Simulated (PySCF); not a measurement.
**NMR parameters of BeMeF**

BeMeF, CH3BeF, point group C3v.

Geometry:
| atom | x (Å) | y (Å) | z (Å) |
| --- | --- | --- | --- |
| Be1 | -0.007 | 0.005 | -1.084 |
| C2 | 0.002 | -0.001 | 0.583 |
| H3 | -0.444 | 0.918 | 1.000 |
| H4 | 1.027 | -0.074 | 0.985 |
| H5 | -0.568 | -0.852 | 0.992 |
| F6 | -0.011 | 0.004 | -2.475 |

GIAO calculations in PySCF on the PBE0-D3(BJ)/def2-SVP structure: isolated species, non-relativistic, equivalent atoms averaged; basis pcSseg-1.

Q: Give the isotropic shieldings (ppm) with PBE0, wB97X-D.

A: 
```json
{"atoms": "F6", "environment": "fluorine bonded to Be", "PBE0": "319.2", "wB97X-D": "330.1"}
{"atoms": "C2", "environment": "carbon bonded to Be, 3 H", "PBE0": "206.3", "wB97X-D": "206.7"}
{"atoms": "Be1", "environment": "Be bonded to C, F", "PBE0": "99", "wB97X-D": "101"}
{"atoms": "H3/H4/H5", "environment": "hydrogen on a carbon bonded to Be", "PBE0": "31.81", "wB97X-D": "31.92"}
{"atoms": "HOMO–LUMO gap (eV)", "environment": "–", "PBE0": "9.45", "wB97X-D": "13.13"}
```

Q: And the chemical shifts, against references computed in the same way?

A: 
| atoms | nucleus, reference | PBE0 | wB97X-D |
| --- | --- | --- | --- |
| F6 | 19F, CFCl3 | -141.9 | -143.0 |
| C2 | 13C, TMS | -21.9 | -22.1 |
| H3/H4/H5 | 1H, TMS | -0.55 | -0.54 |

Q: Which part of the shielding of F6 depends on the functional?

A: Diamagnetic: PBE0 474, wB97X-D 474 ppm; paramagnetic: PBE0 -155, wB97X-D -144 ppm. The diamagnetic part, set mainly by inner electrons, hardly moves; the paramagnetic part goes with low-lying magnetically allowed excitations and carries the spread.

Q: What couplings does B3LYP/pcJ-1 give?

A: 1J(C2,H3) = 124.5, 2J(H3,H4) = -16.0, 2J(C2,F6) = 7.0, 3J(H3,F6) = 2.4 Hz (averaged over equivalent pairs; isotopes 13C, 1H, 19F).

Unscaled 19F shifts against computed CFCl3 carry errors that often reach 10 to 50 ppm.
